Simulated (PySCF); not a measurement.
Compound: C6H6GeO3.
Structure used (PBE0-D3(BJ)/def2-SVP), in Å, numbered top down from 1:
```
atom  x, y, z in Å
O1    -3.6667    0.6359    0.1357
C2    -2.5060    0.3073    0.0926
C3    -1.4112    1.2950    0.0211
C4    -0.1289    0.8913   -0.0068
C5     0.2543   -0.5282    0.0332
O6     1.5435   -0.8548    0.0188
Ge7    3.0035    0.2065   -0.1388
C8    -0.6903   -1.5068    0.0878
C9    -2.1085   -1.1917    0.1096
O10   -2.9865   -2.0269    0.1397
H11   -1.6930    2.3500   -0.0077
H12    0.6703    1.6377   -0.0609
H13    4.1385   -0.8149   -0.1210
H14    3.0380    1.1627    1.0638
H15    2.8967    0.9705   -1.4677
H16   -0.3939   -2.5562    0.1145
```

Level of theory: TDDFT CAM-B3LYP/def2-SVPD, vertical, gas phase, core orbitals frozen in the response in PySCF. The CAM-B3LYP/def2-SVPD calculation is non-relativistic and has no spin–orbit coupling, an omission that weighs most on germanium.

Ground-to-excited transition dipoles (e·a0, same axes as the geometry; the sign carries no meaning), for the states with f of 0.002 or more among the lowest 10:

| state | E (eV) | μx | μy | μz |
| --- | --- | --- | --- | --- |
| S2 | 3.053 | -0.334 | -0.761 | 0.029 |
| S4 | 5.488 | -1.229 | 0.004 | 0.044 |
| S9 | 6.415 | 0.832 | -0.614 | -0.024 |
| S10 | 6.457 | -0.031 | 0.066 | -0.153 |

Work out the oscillator strengths.

f = (2/3) ΔE |μ|² with ΔE in hartree (27.2114 eV).

```
state  |μ|² (au)  |μ| (D)      f
   S2      0.691     2.11  0.052
   S4      1.512     3.13  0.203
   S9      1.069     2.63  0.168
  S10      0.029     0.43  0.005
```

What angle do the transition dipoles of S2 and S4 make?

|cos θ| = |μa·μb| / (|μa| |μb|) = 0.40, so θ ≈ 66° (taken between 0 and 90°, since the signs are arbitrary).

What peak molar absorption coefficient would the strongest computed level give as a lone Gaussian band 0.3 eV wide at half height?

ε(max) = 2.175×10⁸ f / FWHM, with the width in cm⁻¹. S4: 2.175×10⁸ × 0.2033 / 2420 ≈ 18000 L mol⁻¹ cm⁻¹.

The vertical ionisation energy (ΔSCF) is 8.97 eV, 2.52 eV above S10.

One conformer stands for the species.
